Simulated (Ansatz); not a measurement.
Ansatz (a first-principles code) input:

Ansatz 0.2 input:
```yaml
crystal:
  periodic: [false, false, false]
  atoms:
    - {symbol: C, position_ang: [-2.25196698, -0.25485248, -0.97931092]}
    - {symbol: C, position_ang: [-1.23479052, -0.23651024, 0.16138048]}
    - {symbol: C, position_ang: [-0.61099224, 1.14666950, 0.43988460]}
    - {symbol: C, position_ang: [0.73118032, 0.82821710, 1.11102011]}
    - {symbol: C, position_ang: [1.23584857, -0.44296398, 0.38617509]}
    - {symbol: C, position_ang: [2.17130576, -0.11898373, -0.79327994]}
    - {symbol: C, position_ang: [-0.03424483, -1.10014197, -0.05153402]}
    - {symbol: H, position_ang: [-2.64732928, -1.25989029, -1.13984146]}
    - {symbol: H, position_ang: [-1.78910299, 0.07725076, -1.91131509]}
    - {symbol: H, position_ang: [-3.09480543, 0.40568021, -0.76296522]}
    - {symbol: H, position_ang: [-1.75982284, -0.56405879, 1.07554673]}
    - {symbol: H, position_ang: [-1.25311833, 1.78602088, 1.04731594]}
    - {symbol: H, position_ang: [-0.44543279, 1.66077881, -0.51154329]}
    - {symbol: H, position_ang: [0.56888908, 0.60671369, 2.16887430]}
    - {symbol: H, position_ang: [1.44392298, 1.65258531, 1.05562905]}
    - {symbol: H, position_ang: [1.79734363, -1.08390073, 1.07697955]}
    - {symbol: H, position_ang: [3.09697674, 0.33959020, -0.43677319]}
    - {symbol: H, position_ang: [1.69375301, 0.57156191, -1.49130568]}
    - {symbol: H, position_ang: [2.43068614, -1.02390554, -1.34567375]}
    - {symbol: H, position_ang: [-0.08000019, -2.09703161, -0.47094048]}
basis:
  gaussian:
    orbitals: def2-TZVPD
hamiltonian:
  xc: {name: BLYP}
magnetization: {spin_polarized: true, initial_magnetization: 1}
output: {forces: true}
```

**Question.** Which total energy does the run end on?

**Answer.** -274.44590 Eh (BLYP/def2-TZVPD). The basis has 376 functions.

It need not be the lowest isomer of its formula.
